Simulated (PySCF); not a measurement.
Numbering as in the mapped SMILES `[CH2:1]=[CH:2][c:3]1[p:4][cH:5][o:6][c:7]1[CH:8]1[CH2:9][CH2:10]1`; H(Xn) means a hydrogen on atom n. Ha(C1) is cis to C3; Ha(C9), Ha(C10) are cis to C7 on the ring; Hb(C1) is trans to C3; Hb(C9), Hb(C10) are trans to C7 on the ring.

- GFN2-xTB geometry
- σ from GIAO-PBE0/pcSseg-1
- code: PySCF 2.14
- single conformer, rapidly exchanging positions averaged, no solvent, relativity neglected

Shifts are taken against calculated references (same method and geometry level): 13C against TMS.

Do the 13C shifts follow the atomic charges (in e)? Tabulate both.

Results:


```tsv
atoms	hybridisation	δ (ppm)	σ para (ppm)	Hirshfeld	IAO	Mulliken	ESP-fitted
C5	sp2	185.6	-257	-0.05	-0.22	-0.14	-0.18
C7	sp2	166.6	-234	+0.07	+0.19	+0.42	+0.11
C3	sp2	143.1	-224	-0.10	-0.27	-0.53	+0.11
C2	sp2	136.2	-202	-0.06	-0.13	-0.14	-0.28
C1	sp2	120.7	-187	-0.11	-0.32	-0.14	-0.31
C8	sp3	12.6	-72	-0.04	-0.15	-0.31	-0.21
C9/C10	sp3	11.0	-79	-0.09	-0.28	-0.17	-0.28
```

Correlation coefficients of δ with charge over these carbons: Hirshfeld +0.30, IAO +0.30, Mulliken +0.31, ESP-fitted +0.45; with the paramagnetic shielding -1.00. Among the 5 sp2 carbons alone: Hirshfeld +0.56, IAO +0.42, Mulliken +0.34, ESP-fitted +0.37. With so few points, grouped by hybridisation, these coefficients are fragile. Charge is one influence among several: hybridisation and low-lying excitations act through the paramagnetic term.

Shifts are as computed. Against solution values, carbons near 30 ppm lie about +3 ppm off and those near 130 ppm about +5 ppm. Of 1211 compounds with measured shifts, 218 miss one by over three times the rms of a fit or turn the order of signals round; such compounds aren't used in these exercises.
